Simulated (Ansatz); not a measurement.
The same molecule with X = F, Cl, Br. Ansatz, PBE0-D4/def2-TZVP geometries, multiplicity 1. Each molecule was computed in one conformer, which needn't be the lowest.

Scalar relativity is left out up to krypton.

```json
{"X": "Cl", "molecule": "`Cl[SiH2][SeH]`", "mean X–Si bond length / Å": "2.048", "HOMO–LUMO gap (PBE/def2-TZVPP) / eV": "4.93", "HOMO–LUMO gap (ωB97M-V/def2-TZVPP) / eV": "10.99", "HOMO–LUMO gap (PBE0/def2-TZVPP) / eV": "6.96"}
{"X": "Br", "molecule": "`[SeH][SiH2]Br`", "mean X–Si bond length / Å": "2.221", "HOMO–LUMO gap (PBE/def2-TZVPP) / eV": "4.84", "HOMO–LUMO gap (ωB97M-V/def2-TZVPP) / eV": "10.88", "HOMO–LUMO gap (PBE0/def2-TZVPP) / eV": "6.86"}
```

Question: Give the row for X = F, `F[SiH2][SeH]`. (Best estimate.)

Answer: The calculation gave: 
```
X        molecule  mean X–Si bond length / Å  HOMO–LUMO gap (PBE/def2-TZVPP) / eV  HOMO–LUMO gap (ωB97M-V/def2-TZVPP) / eV  HOMO–LUMO gap (PBE0/def2-TZVPP) / eV
F  `F[SiH2][SeH]`                      1.598                                 5.30                                    11.32                                  7.33
```

From F to Br the mean X–Si bond length rises at each step, by 0.623 Å in all; the HOMO–LUMO gap (PBE/def2-TZVPP) falls at each step, by 0.46 eV in all; the HOMO–LUMO gap (ωB97M-V/def2-TZVPP) falls at each step, by 0.44 eV in all; the HOMO–LUMO gap (PBE0/def2-TZVPP) falls at each step, by 0.47 eV in all. Bonds lengthen as the atom grows down the group.

Spin–orbit coupling is left out; it splits and shifts lone-pair levels of the heavy atoms by tenths of an eV.
